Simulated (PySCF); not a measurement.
Bi(Me)(OH)2 (CH₅BiO₂), SMILES [CH3][Bi]([OH])[OH].

The structure is a stationary point at B3LYP-D3(BJ)/def2-SVP. The structure was generated by enumeration; whether it is a known compound was not checked. The def2 effective core potentials stand for the cores of Bi; spin–orbit coupling is left out. The values are those of a single conformer.

Two levels are set side by side: PBE/def2-TZVP (PySCF) and HF/def2-TZVP (PySCF). Same geometry, gas phase. Differences are taken from unrounded values.

```tsv
quantity	HF
orbital gap (eV)	12.15
highest occupied level (eV)	-10.15
lowest empty level (eV)	2.00
dipole moment (D)	3.38
mean polarisability (bohr³)	61.2
```

What does PBE give, and how far is it from HF? (The exact figures need the calculation; the answer reports its results.)


```tsv
quantity	PBE	PBE minus HF
orbital gap (eV)	4.81	-7.33
highest occupied level (eV)	-6.38	3.77
lowest empty level (eV)	-1.57	-3.57
dipole moment (D)	2.71	-0.68
mean polarisability (bohr³)	66.4	5.2
```

PBE's occupied levels lie high since its potential decays too fast outside the molecule; exact exchange lowers them and widens the gap. PBE's more diffuse valence density responds more strongly to a field. Differences between two approximate levels are no errors against the true value.

Rough cost on one machine, each run with all the roots and properties that it gave: HF against PBE about 1/3.
